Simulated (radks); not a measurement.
Values are calculated unless marked as measured or tabulated.
Charge is removed step by step from the 2s1/2 level of the silicon ion Si2+, starting from [Ne] 3s2. Code: a radial shooting solver on a logarithmic mesh with Libxc functionals. Model: Dirac Kohn-Sham, PBE, spin-unpolarised, spherical densities, finite nucleus; Fermi nuclear charge, rms radius 3.1224 fm.

| removed (e) | E - E(0) (eV) | eigenvalue (eV) | E minus straight line (eV) |
|---|---|---|---|
| 0 | 0.000 | -160.79 | 0.000 |
| 0.1 | 16.241 | -164.03 | -1.489 |
| 0.2 | 32.806 | -167.29 | -2.653 |
| 0.3 | 49.699 | -170.57 | -3.490 |
| 0.4 | 66.921 | -173.88 | -3.997 |
| 0.5 | 84.475 | -177.20 | -4.173 |
| 0.6 | 102.36 | -180.55 | -4.015 |
| 0.7 | 120.59 | -183.92 | -3.520 |
| 0.8 | 139.15 | -187.32 | -2.688 |
| 0.9 | 158.05 | -190.73 | -1.515 |
| 1 | 177.29 | -194.16 | 0.000 |

Removing the whole electron costs 177.29 eV by Delta-SCF, against 160.79 eV from minus the eigenvalue at the starting occupation. Slater's transition state (half an electron removed) gives 177.20 eV. Integrating minus the eigenvalue over the occupation (Janak's theorem) gives 177.29 eV. The mean slope of the eigenvalue, de/dn, is 33.4 eV per electron.
